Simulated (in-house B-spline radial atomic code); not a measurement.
Configurations of Pr, with energies counted from [Xe] 4f3 6s2. Computed with an all-electron radial atomic-structure program (B-spline basis): scalar-relativistic (X2C) TPSSh, spin-polarised, spherical fractional occupations, exact exchange averaged over the configuration, Fermi nucleus of rms radius 4.8919 fm. Shells without spins written out take the highest spin.

Occupations are held fixed; configurations that lie above the ionisation limit could autoionise.

| configuration | E - E(ref) (eV) | highest orbital | its <r> (bohr) |
| --- | --- | --- | --- |
| [Xe] 4f3 5d1 6s1 | 0.87985 | 4f up | 1.214 |
| [Kr] 4d9 4f4 5s2 5p6 6s2 | 107.13 | 6s down | 4.647 |
| [Kr] 4d9 4f3 5s2 5p6 5d1 6s2 | 110.23 | 6s down | 4.423 |

Q: Order these further configurations by energy, lowest first.
A. [Xe] 4f3 6s1 7d1
B. [Kr] 4d10 4f3 5s2 5p5 6s2 6d1
C. [Xe] 4f3 6s1 7s1

A: C (3.1695 eV), A (4.3223 eV), B (23.874 eV).
